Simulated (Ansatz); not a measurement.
```xyz
5

Ti    0.0000    0.0000    0.0000
Cl    1.1446    1.1446    1.1446
Cl    1.1446   -1.1446   -1.1446
Cl   -1.1446    1.1446   -1.1446
Cl   -1.1446   -1.1446    1.1446
```

Basis set: cc-pVDZ (spherical functions). Correlated methods keep 25 orbitals frozen. Charge 0, multiplicity 1.

Computed with Ansatz (development build ahead of 0.2.0); each method stands on the lowest determinant of its kind that the runs found. Restricted open shells among the atoms or ions are ROHF, correlated in semicanonical orbitals with singles.

(1) Give the atomization energy at this shape (free ground-state atoms in the same class of orbitals less the molecule, no zero-point energy) of singlet TiCl₄ by RHF-MP2, RHF.

Answers

(1)

```json
{"method": "RHF-MP2", "atomization energy": "372.39 kcal/mol"}
{"method": "RHF", "atomization energy": "206.77 kcal/mol"}
```

Caution: no unrestricted run beside it, a lower state can exist; other spin multiplicities were not run; the shape is not the minimum.
